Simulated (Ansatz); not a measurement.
The cluster Na9⁺, 9 atoms. Hardware: 4 threads of Arm Neoverse V2 on a shared host.

Correlated methods freeze 9 core orbitals; core or outer-core shells of Na are correlated, in sets that lack core-valence functions.

(1) How many basis functions does each of these Ansatz runs have, and roughly what does it cost? PBE/def2-TZVP, charge 1 singlet, energy and forces, from earlier orbitals; r2SCAN/def2-SVP, charge 1 singlet, relaxation, 37 steps; r2SCAN/def2-TZVP, charge 1 singlet, energy, from earlier orbitals; HF/def2-TZVP, charge 1 singlet, energy, from earlier orbitals; PBE0/def2-SVP, charge 1 singlet, energy, from earlier orbitals; PBE/def2-SVP, charge 1 singlet, energy, from earlier orbitals; HF/STO-3G, charge 1 singlet, energy; ωB97M-V/def2-TZVP, charge 1 singlet, energy, from earlier orbitals; CCSD(T)/def2-SVP, charge 1 singlet, energy, from earlier orbitals; CAM-B3LYP/def2-TZVP, charge 1 singlet, energy, from earlier orbitals; MP2/def2-TZVP, charge 1 singlet, energy, from earlier orbitals; PBE0/def2-TZVP, charge 1 singlet, energy, from earlier orbitals.

Results:

(1) Other jobs shared the machine, so times can vary by a factor of up to 3. A dash marks memory too small to be measured apart from the calling script's.

```
                                                                      run  functions  fitting or Cholesky vectors  wall time  peak host memory (GiB)
                                      HF/STO-3G, charge 1 singlet, energy         81                          759     0.35 s                       –
            PBE/def2-SVP, charge 1 singlet, energy, from earlier orbitals        135                         1575      3.9 s                       –
           PBE0/def2-SVP, charge 1 singlet, energy, from earlier orbitals        135                         1215      6.5 s                       –
PBE/def2-TZVP, charge 1 singlet, energy and forces, from earlier orbitals        288                         2493      8.5 s                    0.74
            HF/def2-TZVP, charge 1 singlet, energy, from earlier orbitals        288                         2880      9.5 s                     1.7
          PBE0/def2-TZVP, charge 1 singlet, energy, from earlier orbitals        288                         2574       15 s                     1.7
           MP2/def2-TZVP, charge 1 singlet, energy, from earlier orbitals        288                         2583       15 s                     1.4
     CAM-B3LYP/def2-TZVP, charge 1 singlet, energy, from earlier orbitals        288                         2493       17 s                     1.7
        r2SCAN/def2-TZVP, charge 1 singlet, energy, from earlier orbitals        288                         2493       20 s                    0.83
       ωB97M-V/def2-TZVP, charge 1 singlet, energy, from earlier orbitals        288                         2493       42 s                     1.9
        CCSD(T)/def2-SVP, charge 1 singlet, energy, from earlier orbitals        135                         1215       94 s                     1.6
                  r2SCAN/def2-SVP, charge 1 singlet, relaxation, 37 steps        135                         1575    4.5 min                       –
```
